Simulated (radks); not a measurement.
Excited configurations of Mg IV: one electron is placed in a higher orbital outside [He] 2s2 2p4. The ground configuration is [He] 2s2 2p5. Calculated with a radial shooting solver on a logarithmic mesh with Libxc functionals: scalar-relativistic Kohn-Sham, BLYP, spin-polarised, spherical densities, finite nucleus; open shells are filled with parallel spins first; Fermi nuclear charge, rms radius 3.057 fm. Excitation = E - E(ground); binding = E(ion) - E, where the ion is the core of charge +4; n* = 4/sqrt(2 binding) in atomic units, and the quantum defect is n - n*.

outer orbital,excitation (eV),binding (eV),n*,quantum defect,eigenvalue (eV),<r> (bohr)
3p,74.389,35.348,2.482,0.518,-30.673,2.132
3d,83.561,26.176,2.884,0.116,-21.842,2.347
4d,94.544,15.193,3.785,0.215,-13.196,4.714
5d,99.929,9.808,4.711,0.289,-8.661,7.760
5f,100.60,9.132,4.882,0.118,-7.958,7.566
6d,102.87,6.862,5.632,0.368,-6.110,11.47
7s,103.77,5.968,6.040,0.960,-5.371,14.09

The Delta-SCF ionisation energy is 109.74 eV (NIST Atomic Spectra Database: 109.27 eV, semi-empirical). Self-interaction in the functional shifts the binding energies and quantum defects, so they are the method's values and not measured ones. Open shells are spherical and high-spin; term and fine-structure splittings are not resolved.
